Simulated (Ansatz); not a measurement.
Cost and result for the atomization energy of CH₈AsBSi (`B[AsH]C[SiH3]`) (12 atoms, 11 bonds).

Z-matrix (Å, degrees):
```
C
As 1 1.972
Si 1 1.868 2 111.9
H 1 1.091 2 108.3 3 124.3
H 1 1.093 2 105.9 3 -120.6
B 2 1.972 1 104.6 3 61.0
H 2 1.515 1 100.9 3 -43.2
H 3 1.488 1 108.9 2 -60.6
H 3 1.491 1 112.2 2 178.7
H 3 1.487 1 109.7 2 58.1
H 6 1.195 2 119.3 1 39.7
H 6 1.193 2 119.4 1 -150.7
```

Total charge 0; spin multiplicity 1. Correlated methods include outer-core shells of As, which these sets cover unevenly. Scalar relativity is left out up to krypton. The structure was optimised at the PBE0-D4/def2-TZVP level. It is one conformer, not always the lowest. Program: Ansatz. All runs use 4 threads of an Arm Neoverse V2 on a shared host. Times are those of one run each, without the atoms' runs, and a repeat can differ threefold. Electronic energies, without spin–orbit coupling; frozen cores. CCSD(T)/CBS adds CCSD(T) − MP2 in def2-TZVPP to the MP2 limit, and its time is that of the two runs behind it. T1 = 0.014. With those shells the extrapolation isn't a true limit. B3LYP takes the VWN-RPA correlation (the form of Gaussian; ORCA's B3LYP/G).

CCSD(T)/CBS is a level of theory with its own doubt, some kJ/mol a heavy atom from the limit and from the frozen cores, so smaller differences don't rank the functionals.

```csv
level,functions,wall time
PBE-D4/def2-TZVPP (with forces),264,2.4 s
PBE0-D4/def2-TZVPP,264,3 s
r2SCAN-D4/def2-TZVPP (with forces),264,4.5 s
B3LYP-D4/def2-TZVPP (with forces),264,4.7 s
B2PLYP/def2-TZVPP,264,5.5 s
ωB97X-V/def2-TZVPP,264,8 s
ωB97M-V/def2-TZVPP (with forces),264,12 s
MP2/def2-QZVPP,513,23 s
CCSD(T)/def2-TZVPP,264,2.7 min
CCSD(T)/CBS(def2),–,3.1 min
```

Q: What atomization energy does each give, and how far from CCSD(T)/CBS? (An estimate is asked.)

A: The calculation gave: 
```
                             level  atomization (kJ/mol)  difference from CCSD(T)/CBS  per bond
   PBE-D4/def2-TZVPP (with forces)                3798.4                         18.7       1.7
                PBE0-D4/def2-TZVPP                3772.8                         -6.9      -0.6
r2SCAN-D4/def2-TZVPP (with forces)                3796.9                         17.2       1.6
 B3LYP-D4/def2-TZVPP (with forces)                3802.5                         22.8       2.1
                 B2PLYP/def2-TZVPP                3742.7                        -37.0      -3.4
                ωB97X-V/def2-TZVPP                3816.5                         36.8       3.3
  ωB97M-V/def2-TZVPP (with forces)                3790.4                         10.7       1.0
                    MP2/def2-QZVPP                3734.0                        -45.7      -4.2
                CCSD(T)/def2-TZVPP                3696.1                        -83.6      -7.6
                 CCSD(T)/CBS(def2)                3779.7                          0.0       0.0
```

From PBE to PBE0 (25 % exact exchange), in def2-TZVPP and without D4, the atomization energy moves by −21.5 kJ/mol: exact exchange takes away binding that semilocal exchange gives to molecules. In def2-TZVPP, CCSD(T) changes the Hartree–Fock value by +859.7 kJ/mol (the triples alone add +42.4 kJ/mol) and MP2 by +848.5 kJ/mol; breaking electron pairs costs correlation energy, which Hartree–Fock lacks. The D4 term adds +45.2 kJ/mol with B3LYP and +23.7 kJ/mol with PBE0; it sums over pairs of atoms, weighted by their polarisabilities, and B3LYP, whose exchange is more repulsive, gets the larger term.
